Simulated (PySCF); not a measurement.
Isomers of C7H15NOSi. Method: PySCF, PBE0-D3(BJ)/def2-SVP geometry optimisation, gas phase. Energies are electronic, without zero-point or thermal terms, for one conformer each. No frequencies were run at this level. Point groups hold within 0.08 Å.

Question: Order them by energy at this level, lowest first, and give relative energies in kJ/mol.
A. `[CH2:1]=[CH:2][C@H:3]([C:4](=[CH2:5])[CH3:6])[N:7]([CH3:8])[SiH2:9][OH:10]` with C1–C2–C3–C4 -113°, C2–C3–C4–C5 3°, C2–C3–N7–C8 68°, C3–N7–Si9–O10 -138°, N7–Si9–O10–H 53°
B. `[CH3:1]/[CH:2]=[CH:3]/[O:4][SiH2:5][N:6]1[CH2:7][CH2:8][CH2:9][CH2:10]1` with C2–C3–O4–Si5 3°, C3–O4–Si5–N6 179°, O4–Si5–N6–C7 84°, Si5–N6–C7–C8 153°, N6–C7–C8–C9 23°, C7–C8–C9–C10 1°, C8–C9–C10–N6 -23°
C. `[CH2:1]=[CH:2][CH2:3][C@@H:4]1[CH2:5][O:6][Si@H:7]([NH:8][CH3:9])[CH2:10]1` with C1–C2–C3–C4 -119°, C2–C3–C4–C5 -174°, O6–Si7–N8–C9 88°, C3–C4–C5–O6 -167°, C4–C5–O6–Si7 28°, C5–O6–Si7–N8 113°, O6–Si7–C10–C4 -17°

Answer: C (0.0), B (24.3), A (97.8).

As drawn, the lowest has an N–H bond and an Si–C bond, which the highest lacks; the highest has an O–H bond, which the lowest lacks.

```csv
SMILES,E (Eh),E rel (kJ/mol),dipole (D),point group,"A, B, C (MHz)"
C=CC[C@@H]1CO[Si@H](NC)C1,-694.31869,0.0,1.49,C1,"2475, 528.2, 465.0"
C/C=C/O[SiH2]N1CCCC1,-694.30942,24.3,1.15,near Cs,"4348, 411.1, 403.6"
C=C[C@H](C(=C)C)N(C)[SiH2]O,-694.28145,97.8,1.70,C1,"1482, 793.9, 621.8"
```

Question: How do the relative energies change in single points at PBE0/pcSseg-1 (no added dispersion term) on the same geometries?

Answer: 
```
                     SMILES  PBE0-D3(BJ)/def2-SVP (kJ/mol)  PBE0/pcSseg-1 (kJ/mol)  shift
  C=CC[C@@H]1CO[Si@H](NC)C1                            0.0                     0.0    0.0
       C/C=C/O[SiH2]N1CCCC1                           24.3                    29.2   +4.9
C=C[C@H](C(=C)C)N(C)[SiH2]O                           97.8                    97.1   -0.7
```

Each column counts from its own lowest isomer. The order is unchanged; the largest shift is 4.9 kJ/mol.
